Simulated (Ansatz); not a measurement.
System: H5Si2O, charge 0, doublet. H5Si2O (SMILES O([SiH3])[SiH2], doublet).
B3LYP-D3(BJ)/def2-TZVP minimum from Ansatz (a program for electronic structure):
```xyz
8

Si     1.6070    -0.2757    -0.0264
O     -0.0177    -0.3028     0.1994
Si    -1.4922     0.3421    -0.1230
H      2.1205     1.1084     0.1864
H      2.2190    -1.2087     0.9569
H     -2.4551    -0.1921     0.8625
H     -1.9154    -0.0345    -1.4908
H     -1.4348     1.8189    -0.0187
```
Charge 0, spin multiplicity 2.

Atomisation energy term by term, kcal/mol (programs: Ansatz). UHF or UKS for unpaired electrons; spin-orbit terms are left out. Correlated methods leave the cores frozen. Rows without X2C or -DK are non-relativistic. CBS(X,Y): correlation extrapolated as X^-3, Hartree-Fock from the larger set. A bracket is a step between two methods taken in the basis named. 'core' is core correlation in cc-pwCVTZ (1s frozen past Ne), 'X2C' scalar relativity in cc-pVTZ-DK, both at CCSD(T). For partners of very few electrons the exact lower level stands in for a higher one.

```csv
term,basis,kcal/mol
Hartree-Fock,cc-pV(Q+d)Z,458.07
CCSD correlation,"CBS(cc-pV(T+d)Z,cc-pV(Q+d)Z)",137.92
(T),"CBS(cc-pV(T+d)Z,cc-pV(Q+d)Z)",6.19
CCSDT(Q) - CCSD(T),cc-pV(D+d)Z,0.43
core correlation,cc-pwCVTZ,-0.19
scalar relativity,"X2C, cc-pVTZ-DK",-1.69
sum: De,,600.7
```
